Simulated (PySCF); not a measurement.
# Ti (titanium, neutral) across methods

[Ar] 3d1 4s2 5s1, high-spin 3D determinant (an excited configuration). Computed with PySCF 2.14 in aug-cc-pVDZ-DK (7s6p4d2f, 59 functions), with scalar relativity by spin-free X2C-1e.

```tsv
method	E (hartree)	mean ε 4s α (eV)	mean ε 4s β (eV)	mean ε 5s α (eV)	Σ⟨r²⟩ (bohr²)	⟨S²⟩
r2SCAN	-853.346	-8.666	-8.409	-1.590	115.6	2.004
PBE0	-853.213	-9.400	-9.082	-1.861	118.2	2.001
r2SCAN0	-853.345	-9.393	-9.097	-1.821	115.3	2.004
B3LYP	-853.436	-9.243	-8.999	-1.719	116.2	2.001
PW91	-853.435	-8.679	-8.361	-1.618	115.6	2.001
LDA	-851.300	-8.792	-8.486	-1.590	113.7	2.000
PBE	-853.177	-8.630	-8.322	-1.613	116.3	2.001
UHF	-852.47636	-10.956	-10.518	-2.295	126.1	2.003
```

The outer electron is Rydberg-like, and this basis confines it to a smaller radius and binds it less than a complete one would.
